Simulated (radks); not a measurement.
Q: Species: Mo+. Configuration: [Kr] 4d2 5p3 (not the ground configuration). Method: scalar-relativistic Kohn-Sham, LDA (Slater exchange, Perdew-Wang correlation), spin-unpolarised, spherical densities, point nucleus; computed with a radial shooting solver on a logarithmic mesh with Libxc functionals. Some entries of the table are withheld. Estimate them.

orbital,occ.,eigenvalue (eV),<1/r> (bohr^-1)
1s,2,-19816.98,43.50
2s,2,-2818.983,9.792
2p,6,-2524.331,9.528
3s,2,-497.6308,3.361
3p,6,-401.0989,(1)
3d,10,-243.5819,2.969
4s,2,-85.3060,1.253
4p,6,-58.8690,(2)
4d,2,-21.3807,(3)
5p,3,(4),0.3796

A: 
(1) 3p <1/r> (bohr^-1): 3.199
(2) 4p <1/r> (bohr^-1): 1.120
(3) 4d <1/r> (bohr^-1): 0.8274
(4) 5p eigenvalue (eV): -10.0098
